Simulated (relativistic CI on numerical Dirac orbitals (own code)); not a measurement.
Electric-dipole transitions in Mo¹⁷⁺

These numbers are calculated, not measured: Dirac-Coulomb-Breit CI, KLI orbitals optimised for each configuration, model QED (radiative potential, 1s self-energy scaled to tabulated hydrogen-like ionisation energies), unscaled Slater integrals (own radial code, finite nucleus).

Configuration list (outside the closed core [Ne]): 3s²3p⁶3d⁷, 3s²3p⁵3d⁸, 3s²3p⁴3d⁹, 3s3p⁶3d⁸, 3p⁶3d⁹, 3s²3p⁶3d⁶4s, 3s3p⁵3d⁹, 3s²3p⁶3d⁶4p, 3s²3p⁶3d⁶4d, 3s²3p⁶3d⁵4s², 3s²3p⁶3d⁶4f, 3s²3p⁵3d⁷4s, 3s²3p⁴3d⁸4s, 3s²3p⁶3d⁵4s4p, 3s²3p⁶3d⁶5s, 3s²3p⁴3d⁸4p, 3s²3p⁵3d⁷4p, 3s²3p⁶3d⁵4p², 3s²3p⁶3d⁶5p, 3s²3p⁶3d⁵4s4d, 3s²3p⁶3d⁶5d, 3s²3p⁴3d⁸4d, 3s²3p⁶3d⁵4p4d, 3s3p⁵3d⁸4s, 3s²3p⁶3d⁶5f, 3s3p⁶3d⁷4s, 3s²3p⁵3d⁶4s², 3s²3p⁶3d⁶5g, 3s3p⁵3d⁸4p, 3s²3p⁶3d⁶6s, 3s²3p⁶3d⁶6p, 3s3p⁶3d⁷4p, 3s²3p⁶3d⁶6d, 3p⁶3d⁸4s. Levels of other configurations are missing.

```tsv
λ vac (Å)	Lower	Upper	A (s⁻¹)	E lower (eV)	E upper (eV)
39.341	3s²3p⁶3d⁷ ⁴F9/2 [1]	3s²3p⁶3d⁶4p ⁴G°11/2 [171]	2.13e+11	0.000	315.154
39.367	3s²3p⁶3d⁷ ⁴F9/2 [1]	3s²3p⁶3d⁶4p ⁴G°9/2 [169]	2.00e+11	0.000	314.942
39.607	3s²3p⁶3d⁷ ²H11/2 [10]	3s²3p⁶3d⁶4p ²H°11/2 [238]	3.01e+11	11.109	324.149
65.470	3s²3p⁶3d⁷ ²H9/2 [14]	3s²3p⁵3d⁸ ²G°7/2 [61]	8.20e+11	13.854	203.229
65.896	3s²3p⁶3d⁷ ²H11/2 [10]	3s²3p⁵3d⁸ ²G°9/2 [59]	9.77e+11	11.109	199.262
66.473	3s²3p⁶3d⁷ ²G7/2 [9]	3s²3p⁵3d⁸ ²F°5/2 [57]	7.00e+11	10.364	196.881
66.723	3s²3p⁶3d⁷ ²F7/2 [17]	3s²3p⁵3d⁸ ²D°5/2 [62]	6.25e+11	18.203	204.022
67.668	3s²3p⁶3d⁷ ²G9/2 [7]	3s²3p⁵3d⁸ ²G°7/2 [55]	3.06e+11	8.061	191.286
68.239	3s²3p⁶3d⁷ ²D5/2 [19]	3s²3p⁵3d⁸ ²P°3/2 [63]	6.19e+11	26.708	208.397
68.860	3s²3p⁶3d⁷ ²G9/2 [7]	3s²3p⁵3d⁸ ²F°7/2 [54]	3.39e+11	8.061	188.115
69.288	3s²3p⁵3d⁸ ²H°11/2 [36]	3s²3p⁴3d⁹ ²G9/2 [337]	5.63e+11	169.771	348.710
69.877	3s²3p⁶3d⁷ ²H9/2 [14]	3s²3p⁵3d⁸ ²G°7/2 [55]	1.75e+11	13.854	191.286
70.074	3s²3p⁶3d⁷ ⁴F9/2 [1]	3s²3p⁵3d⁸ ⁴D°7/2 [45]	1.44e+11	0.000	176.932
71.153	3s²3p⁶3d⁷ ⁴F7/2 [2]	3s²3p⁵3d⁸ ⁴D°7/2 [45]	1.48e+11	2.682	176.932
71.207	3s²3p⁶3d⁷ ²D5/2 [12]	3s²3p⁵3d⁸ ²D°5/2 [51]	1.97e+11	11.601	185.719
71.532	3s²3p⁶3d⁷ ²H9/2 [14]	3s²3p⁵3d⁸ ²H°9/2 [53]	1.67e+11	13.854	187.182
71.776	3s²3p⁵3d⁸ ²G°7/2 [55]	3s²3p⁴3d⁹ ²F5/2 [366]	6.70e+11	191.286	364.024
72.007	3s²3p⁶3d⁷ ⁴P3/2 [5]	3s²3p⁵3d⁸ ²P°3/2 [47]	2.59e+11	6.656	178.840
72.434	3s²3p⁶3d⁷ ⁴F5/2 [3]	3s²3p⁵3d⁸ ⁴D°3/2 [43]	1.40e+11	3.858	175.028
72.556	3s²3p⁶3d⁷ ⁴F9/2 [1]	3s²3p⁵3d⁸ ²G°7/2 [38]	8.33e+10	0.000	170.882
72.571	3s²3p⁵3d⁸ ²G°9/2 [59]	3s²3p⁴3d⁹ ²F7/2 [396]	1.22e+12	199.262	370.107
72.655	3s²3p⁶3d⁷ ⁴F7/2 [2]	3s²3p⁵3d⁸ ⁴D°5/2 [42]	2.51e+11	2.682	173.329
72.727	3s²3p⁵3d⁸ ⁴G°11/2 [20]	3s²3p⁴3d⁹ ⁴F9/2 [198]	1.88e+11	149.208	319.686
72.951	3s²3p⁶3d⁷ ⁴F9/2 [1]	3s²3p⁵3d⁸ ²G°9/2 [37]	4.89e+10	0.000	169.956
73.160	3s²3p⁶3d⁷ ⁴F5/2 [3]	3s²3p⁵3d⁸ ⁴D°5/2 [42]	1.37e+11	3.858	173.329
73.254	3s²3p⁶3d⁷ ⁴P5/2 [6]	3s²3p⁵3d⁸ ⁴D°7/2 [45]	8.97e+10	7.679	176.932
73.420	3s²3p⁶3d⁷ ²G9/2 [7]	3s²3p⁵3d⁸ ⁴D°7/2 [45]	1.03e+11	8.061	176.932
73.756	3s²3p⁵3d⁸ ²F°7/2 [54]	3s²3p⁴3d⁹ ²D5/2 [342]	6.40e+11	188.115	356.215
74.896	3s²3p⁶3d⁷ ⁴F9/2 [1]	3s²3p⁵3d⁸ ²G°7/2 [31]	1.16e+11	0.000	165.541
75.413	3s²3p⁵3d⁸ ⁴D°7/2 [45]	3s²3p⁴3d⁹ ⁴P5/2 [327]	4.93e+11	176.932	341.339
75.427	3s²3p⁵3d⁸ ²H°9/2 [53]	3s²3p⁴3d⁹ ²G7/2 [338]	4.85e+11	187.182	351.559
75.581	3s²3p⁶3d⁷ ⁴F5/2 [3]	3s²3p⁵3d⁸ ⁴P°3/2 [35]	1.97e+11	3.858	167.900
75.813	3s²3p⁶3d⁷ ⁴F9/2 [1]	3s²3p⁵3d⁸ ⁴D°7/2 [30]	1.38e+11	0.000	163.540
75.958	3s²3p⁶3d⁷ ⁴F7/2 [2]	3s²3p⁵3d⁸ ⁴F°5/2 [32]	1.51e+11	2.682	165.910
76.583	3s²3p⁶3d⁷ ²G9/2 [7]	3s²3p⁵3d⁸ ²G°9/2 [37]	1.36e+11	8.061	169.956
76.964	3s²3p⁵3d⁸ ⁴F°9/2 [27]	3s²3p⁴3d⁹ ⁴D7/2 [218]	2.52e+11	161.081	322.174
76.970	3s²3p⁶3d⁷ ⁴F9/2 [1]	3s²3p⁵3d⁸ ⁴F°9/2 [27]	2.01e+11	0.000	161.081
77.240	3s²3p⁶3d⁷ ²G7/2 [9]	3s²3p⁵3d⁸ ²G°7/2 [38]	1.20e+11	10.364	170.882
78.144	3s²3p⁶3d⁷ ²H11/2 [10]	3s²3p⁵3d⁸ ²H°11/2 [36]	1.29e+11	11.109	169.771
78.172	3s²3p⁵3d⁸ ⁴F°9/2 [27]	3s²3p⁴3d⁹ ⁴F9/2 [198]	1.81e+11	161.081	319.686
78.884	3s²3p⁶3d⁷ ⁴F7/2 [2]	3s²3p⁵3d⁸ ⁴D°7/2 [24]	8.61e+10	2.682	159.854
79.558	3s²3p⁶3d⁷ ⁴P5/2 [6]	3s²3p⁵3d⁸ ⁴D°5/2 [29]	1.04e+11	7.679	163.520
80.177	3s²3p⁶3d⁷ ⁴F9/2 [1]	3s²3p⁵3d⁸ ⁴G°9/2 [23]	4.32e+10	0.000	154.638
101.69	3s²3p⁵3d⁸ ⁴G°11/2 [20]	3s3p⁶3d⁸ ⁴F9/2 [65]	1.26e+11	149.208	271.127
104.60	3s²3p⁵3d⁸ ⁴G°9/2 [23]	3s3p⁶3d⁸ ⁴F7/2 [67]	1.07e+11	154.638	273.171
```

Terms are leading LS components. Brackets give the number of a level in order of energy, since labels repeat. The list gives strong lines, with weight on those to low levels, without lines whose two gauges differ by over a factor of 2.5, among the lowest 400 of 9976 levels, so that lines to higher ones, which can be the strongest, are missing. Levels whose partners in the same complex of configurations lie outside the list can be far off, and so can their lines. Rates are taken at the computed energies, electric ones in the length gauge.

At this charge energies of transitions that change n are usually good to better than 1 %, and those within a shell (Δn = 0) to a few per cent. Terms inside the open d or f shell come out 10 to 20 % too wide with unscaled integrals.

LS names give the leading component of a level, which can be under half, so a name can repeat, a term be missing and a line seem to break the LS rules.
